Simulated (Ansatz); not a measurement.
Relaxation of BF$_{2}$H$_{4}$N (8 atoms, charge 0, multiplicity 1), to a largest force component of 0.03 eV/Å in at most 50 steps.

All numbers below come from RKS PBE0/cc-pVDZ in Ansatz.

```xyz
8
Properties=species:S:1:pos:R:3
B -0.126 -0.122 -0.093
H -0.107 -0.455 1.060
F 1.036 0.211 -0.689
N -1.295 -0.206 -0.836
H -2.181 -0.465 -0.428
H -1.339 0.059 -1.812
F -0.141 2.064 1.174
H 0.034 1.298 1.661
```

Problem. Where does it end, and by what steps?

Solution. It converged. After 7 steps the energy has fallen by 0.033 eV; F7 moved furthest, 0.34 Å.

```json
{"step": "0", "energy less start (eV)": "0.0000", "largest force component (eV/Å)": "0.410", "accepted": "yes"}
{"step": "1", "energy less start (eV)": "-0.0195", "largest force component (eV/Å)": "0.519", "accepted": "yes"}
{"step": "2", "energy less start (eV)": "-0.0244", "largest force component (eV/Å)": "0.725", "accepted": "yes"}
{"step": "3", "energy less start (eV)": "-0.0283", "largest force component (eV/Å)": "0.485", "accepted": "yes"}
{"step": "4", "energy less start (eV)": "0.0054", "largest force component (eV/Å)": "1.043", "accepted": "no"}
{"step": "5", "energy less start (eV)": "-0.0303", "largest force component (eV/Å)": "0.406", "accepted": "yes"}
{"step": "6", "energy less start (eV)": "-0.0328", "largest force component (eV/Å)": "0.160", "accepted": "yes"}
{"step": "7", "energy less start (eV)": "-0.0333", "largest force component (eV/Å)": "0.014", "accepted": "yes"}
```

```xyz
8
Properties=species:S:1:pos:R:3
B -0.107 -0.148 -0.157
H -0.086 -0.347 1.041
F 1.053 0.105 -0.788
N -1.295 -0.234 -0.866
H -2.184 -0.398 -0.418
H -1.347 -0.082 -1.865
F -0.138 2.200 1.489
H -0.015 1.288 1.601
```

Whether the end is a true minimum wasn't checked by a vibrational analysis.

The run took 37 s on 1 thread of Arm Neoverse N1 (shared host), peak memory 0.16 GiB.
